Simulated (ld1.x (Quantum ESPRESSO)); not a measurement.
## Plane-wave convergence, TM potential for He (Z = 2)

ld1.x (Quantum ESPRESSO) 7.5 input, shortened:

```
&input
   title='He', zed=2., rel=1, dft='PBESOL', iswitch=3,
   config='1s1 2p-2'
 /
 &inputp
   pseudotype=2, tm=.true., lloc=0,
   nlcc=.false.
 /
2
2P  2  1  -2.00  -0.05  0.40  0.40  0.0
1S  1  0   1.00   0.00  0.45  0.45  0.0
 &test
   configts(1)='1s1'
 /
```

The pseudo-atom Hamiltonian at the reference potential is diagonalised in spherical Bessel functions j_l(qr) that vanish at 20 bohr, with q² up to the cutoff. All-electron valence levels (Ry): 1s -2.8403.

How do the lowest levels (Ry) of each channel move with the cutoff, and are there ghosts?

```
cutoff (Ry)     p #1     s #1     s #2     d #1     d #2     f #1    f #2  Σ f·Δε (mRy)
          8  -0.3567  -2.0078  -0.3442  -0.1121  -0.0188  -0.0402  0.0755         832.4
         15  -0.3616  -2.2868  -0.3738  -0.1121  -0.0188  -0.0402  0.0755         553.4
         21  -0.3626  -2.4425  -0.3894  -0.1121  -0.0188  -0.0402  0.0755         397.7
         35  -0.3635  -2.6018  -0.4047  -0.1121  -0.0188  -0.0402  0.0755         238.4
         50  -0.3636  -2.6963  -0.4134  -0.1121  -0.0188  -0.0402  0.0755         144.0
         60  -0.3637  -2.7287  -0.4163  -0.1121  -0.0188  -0.0402  0.0755         111.5
         90  -0.3638  -2.7866  -0.4213  -0.1121  -0.0188  -0.0402  0.0755          53.6
        120  -0.3638  -2.8124  -0.4235  -0.1121  -0.0188  -0.0402  0.0755          27.8
        180  -0.3638  -2.8334  -0.4253  -0.1121  -0.0188  -0.0402  0.0755           6.8
        230  -0.3638  -2.8383  -0.4257  -0.1121  -0.0188  -0.0402  0.0755           1.9
        350  -0.3638  -2.8402  -0.4259  -0.1121  -0.0188  -0.0402  0.0755           0.0
        400  -0.3638  -2.8402  -0.4259  -0.1121  -0.0188  -0.0402  0.0755           0.0
```

Result: no extra level below or beside the all-electron valence levels (p, s, d, f tested); 10 mRy is reached at 180 Ry and 1 mRy at 260 Ry.
